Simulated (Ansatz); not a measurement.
ZnI2. Total charge 0; triplet. Geometry r2SCAN-D4/def2-TZVPD, that of the charge -1 doublet; atoms count from 1.

```xyz
3

Zn   -0.360   -0.799   -0.165
I     1.434    0.228   -1.819
I    -1.074    0.572    1.984
```

In the def2 sets I takes a core potential; there is no spin–orbit coupling. At PBE0-D4/def2-TZVPD a singlet of charge 0 lies 2.22 eV below the triplet at the same geometry. The structure comes from a short search, and lower isomers may exist.

**Question.** Estimate the Mulliken populations from the PBE0/def2-TZVPD orbitals of Ansatz.

**Answer.** 
```tsv
atom	charge (e)	spin (α − β)	d electrons
Zn1	0.11	0.74	10.06
I2	-0.05	0.63	–
I3	-0.05	0.63	–
```
Mulliken values and Mayer orders depend strongly on the basis. With diffuse functions, as here, like atoms can get unlike values, and bond orders can come out too low or too high.

**Question.** Where does the spin sit?

**Answer.** Summed by element: Zn 0.74, I 1.26, of 2 unpaired in all. Largest on single atoms: Zn1 0.74, I2 0.63, I3 0.63.

**Question.** And the Mayer bond orders between bonded heavy atoms (over 0.3)?

**Answer.** Zn1–I2 0.72 (2.65 Å); Zn1–I3 0.72 (2.65 Å). Values over 0.3 also appear between atoms too far apart for a bond (I2–I3 0.48 at 4.57 Å); they arise where an orbital or an unpaired electron spreads over both atoms.
